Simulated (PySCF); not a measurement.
## W⁺: excitation energy

W⁺ [Xe] 4f14 5d4 6s1 (6D) → W⁺ [Xe] 4f14 5d4 6p1 (high-spin determinant), as a difference of total energies. All numbers are calculated (PySCF 2.14, scalar relativity through the core potential, in def2-QZVPPD with the def2 core potential (60 electrons) (7s6p4d3f2g, 84 functions)). Correlated levels: valence: 5s2 5p6 frozen; valence and next inner shell: nothing frozen outside the core potential. The calculations carry no spin-orbit coupling.

| method | excitation energy (eV) |
| --- | --- |
| UHF | 5.251 |
| LDA | 5.567 |
| PBE | 5.451 |
| PBE0 | 5.436 |
| r2SCAN | 5.647 |
| BHandHLYP | 5.369 |
| MN15 | 5.676 |
| PBEsol | 5.520 |
| M06-L | 5.370 |
| MP2 (valence) | 5.401 |
| SCS-MP2 (valence) | 5.301 |
| MP2 (valence and next inner shell) | 5.633 |
| SCS-MP2 (valence and next inner shell) | 5.508 |

**Question.** How much does correlation contribute at MP2 (valence and next inner shell)?

**Answer.** 5.633 − (5.251) = 0.382 eV, measured against UHF.

The determinant of the upper state mixes LS terms, which raises its energy above the lowest term, most at the Hartree-Fock and MP2 levels.
